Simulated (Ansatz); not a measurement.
Two isomers of C2H8Se2Si: A = `C[SiH2][Se][Se]C`, B = `C[Si](C)([SeH])[SeH]`.

Computed with Ansatz on PBE0-D4/def2-TZVP structures; ΔE is electronic, products minus reactants. CBS: MP2 limit from def2 TZ/QZ plus the TZ coupled-cluster correction, frozen cores. Functionals use def2-TZVPP. B3LYP here is the variant with VWN-RPA as its local correlation; programs differ in this. For Se outer-core shells are correlated without core-valence functions, which leaves a few kJ/mol of doubt a bond. Scalar relativity is left out up to krypton. Each species was taken in one conformer, which may not be the lowest.

Question: Which isomer does CCSD(T)/CBS put lower? Give the gap. (Best estimate.)

Answer: Computed: B, by 107.2 kJ/mol.

Question: Give E(B) − E(A) in kJ/mol with PBE0-D4, CCSD(T)/def2-TZVPP, CCSD/def2-TZVPP, r2SCAN-D4, ωB97M-V, B3LYP-D4, B2PLYP. (Best estimate.)

Answer: The calculation gave: PBE0-D4 -104.8, CCSD(T)/def2-TZVPP -106.1, CCSD/def2-TZVPP -107.4, r2SCAN-D4 -107.7, ωB97M-V -107.5, B3LYP-D4 -95.9, B2PLYP -99.1. None reverses the order clearly.

Largest T1 diagnostic: 0.010.

In def2-TZVPP, CCSD(T) changes the Hartree–Fock value by −6.1 kJ/mol (the triples alone add +1.2 kJ/mol) and MP2 by −10.4 kJ/mol. From PBE to PBE0 (25 % exact exchange), in def2-TZVPP and without D4, E(B) − E(A) moves by −7.6 kJ/mol.
